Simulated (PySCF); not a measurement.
C4H5Si, SMILES C1=C[SiH]C=C1, multiplicity 2. Atoms are numbered in the order given.

```xyz
10

C      0.0000     0.7338    -1.2461
C      0.0000     1.3704    -0.0167
Si     0.0000     0.0000     1.1901
C      0.0000    -1.3704    -0.0167
C      0.0000    -0.7338    -1.2461
H      0.0000     1.2849    -2.2011
H      0.0000     2.4607     0.1056
H      0.0000     0.0000     2.6835
H      0.0000    -2.4607     0.1056
H      0.0000    -1.2849    -2.2011
```
Charge 0, spin multiplicity 2.

The structure is a stationary point at PBE-D3(BJ)/def2-SVP. The geometry has at least one imaginary mode, so it is a saddle point at that level. The isomer is the one that the SMILES or the coordinates give; other isomers of the formula were not compared.

Two levels are set side by side: PBE/pcH-1 (PySCF) and PBE0/pcH-1 (PySCF). Contact hyperfine couplings, same geometry. Differences are taken from unrounded values.

```
quantity                          PBE0
------------------------------  ------
A(iso) of 13C, atom C1 (MHz)      11.2
A(iso) of 13C, atom C2 (MHz)     -23.9
A(iso) of 29Si, atom Si3 (MHz)  -118.0
A(iso) of 13C, atom C4 (MHz)     -23.9
A(iso) of 13C, atom C5 (MHz)      11.2
A(iso) of 1H, atom H6 (MHz)      -18.9
A(iso) of 1H, atom H7 (MHz)       -0.4
A(iso) of 1H, atom H8 (MHz)      -46.3
A(iso) of 1H, atom H9 (MHz)       -0.4
A(iso) of 1H, atom H10 (MHz)     -18.9
```

### Question
What does PBE give, and how far is it from PBE0? (The exact figures need the calculation; the answer reports its results.)

### Answer

```tsv
quantity	PBE	PBE minus PBE0
A(iso) of 13C, atom C1 (MHz)	7.8	-3.4
A(iso) of 13C, atom C2 (MHz)	-17.5	6.5
A(iso) of 29Si, atom Si3 (MHz)	-92.2	25.8
A(iso) of 13C, atom C4 (MHz)	-17.5	6.5
A(iso) of 13C, atom C5 (MHz)	7.8	-3.4
A(iso) of 1H, atom H6 (MHz)	-16.0	3.0
A(iso) of 1H, atom H7 (MHz)	-2.3	-1.9
A(iso) of 1H, atom H8 (MHz)	-40.3	6.0
A(iso) of 1H, atom H9 (MHz)	-2.3	-1.9
A(iso) of 1H, atom H10 (MHz)	-16.0	3.0
```

Rough cost on one machine, each run with all the roots and properties that it gave: PBE0 against PBE within a factor of 2.
